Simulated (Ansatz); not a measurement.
Molecule: sum formula NbO2F (charge -1, doublet). The spin state was set by rule; other spins were not relaxed. SMILES of the parent species: [Nb](=[O])(=[O])[F]
Structure (B3LYP-D3(BJ)/def2-TZVP (Ansatz, a quantum-chemistry and plane-wave program) minimum search):
```
Nb
O 1 1.7609
O 1 1.7609 2 111.56
F 1 1.9636 2 117.26 3 139.24
```
Charge -1, spin multiplicity 2.

Parts of the frozen-core correlation energy in STO-3G (Ansatz, hartree). Frozen orbitals: 21; correlated occupied orbitals by spin: 13 and 12; virtual: 8 and 9. Open shells are spin-unrestricted. Spin-orbit coupling is left out. In def2 rows, elements after Kr have scalar-relativistic effective core potentials. STO-3G rows are all-electron and non-relativistic. The program attaches cautions to this run: large difference.

| term | value |
|---|---|
| reference (HF) | -3961.74505 |
| MP2 opposite-spin | … |
| MP2 same-spin | … |
| CCSD correlation | -0.26549 |
| (T) | … |
| T1 diagnostic | 0.062 |
| largest doubles amplitude | 0.068 |
| <S^2> of the reference | 1.335 |

**Question.** What belongs in the gaps?

**Answer.** 
- MP2 opposite-spin, value: -0.15789
- MP2 same-spin, value: -0.07830
- (T), value: -0.02844
